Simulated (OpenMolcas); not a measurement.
Os6+ among 2 point charges of -2 e arranged as a linear pair (D∞h).

```yaml
Program: OpenMolcas 26.06
Method: "SS-CASPT2, IPEA 0.25 Eh, imaginary shift 0.1 Eh (closed shells correlated: 5s 5p)"
Basis: ANO-RCC-VTZP [8s7p5d3f2g1h]
Scalar_Hamiltonian: DKH2, point nucleus
Active_space: 2 electrons in 5 orbitals (5d)
State_averaging: 2S+1 = 3 even, 10 roots; 2S+1 = 1 even, 15 roots
Spin-orbit_coupling: RASSI with atomic mean-field integrals over the reference wave functions
```

All point charges move together. At R = 1.84 Å the first state of the same spin is 7220 cm-1, and at R = 2 Å it is 4330 cm-1.

**Question.** A third run gives 2840 cm-1. What distance was it run at?

**Answer.** With a power law R^-n the two known points give n = -ln(4330 / 7220) / ln(2 / 1.84) = 6.13. Then R = 1.84 × (7220 / 2840)^(1/6.13) = 2.143 Å. The run was at 2.11 Å, so the estimate is off by +0.033 Å.

Roots that are degenerate in the reference are averaged as groups; the widest CASPT2 spread within a group is 25 cm-1 (the 2-fold group of multiplicity 1 near 32400 cm-1 above the lowest state of its run, R = 2). Shifts and gaps below about the spread of the groups concerned are not significant. Free-ion shares, where given, are those of the reference states; single-state CASPT2 does not remix them. Spin-orbit coupling mixes the spin-free states strongly: the lowest level takes only 59 % from its leading state, 3Σ (figures for R = 1.84; the like holds for R = 2, R = 2.11). This is an electrostatic model: the charges have no orbitals. No measured value stands beside these numbers.
